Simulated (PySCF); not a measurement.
# `[C-]#[N+]c1ncc([O-])s1`, [C4HN2OS]-, charge -1

Geometry:
```csv
atom,x (Å),y (Å),z (Å)
C1,3.533,-0.164,-0.286
N2,2.357,-0.103,-0.220
C3,0.995,-0.039,-0.197
N4,0.307,0.137,0.897
C5,-1.018,0.167,0.680
C6,-1.504,0.014,-0.647
O7,-2.620,0.000,-1.137
S8,0.056,-0.195,-1.668
H9,-1.715,0.308,1.510
```

Total charge -1.

The calculation used PySCF, quadratic response PBE0/def2-SVPD first hyperpolarisability, Taylor convention, gas phase. Geometry: PBE0-D3(BJ)/def2-SVP.

For a gas-phase anion, states above the detachment energy (about 1.3 eV, taken as minus the energy of the highest occupied orbital) lie in the continuum and depend on the basis.

(1) Give the tensor of the second harmonic β(−2ω;ω,ω) at 1550 nm in the axes of these coordinates.

Answers

(1) In au, Taylor convention; rows are the first index (the induced dipole):
|  | xx | yy | zz | xy | xz | yz |
| --- | --- | --- | --- | --- | --- | --- |
| x | -1666.6 | -26.3 | +123.8 | +81.5 | +68.0 | +19.1 |
| y | +81.3 | +23.7 | +1.5 | -21.4 | +16.2 | +48.3 |
| z | +64.7 | +50.5 | +153.0 | +16.4 | +107.5 | +1.9 |

Norm of βᵢ = ⅓ Σⱼ (βᵢⱼⱼ + βⱼᵢⱼ + βⱼⱼᵢ): 1603.1 au, hyper-Rayleigh value 685.3 au.
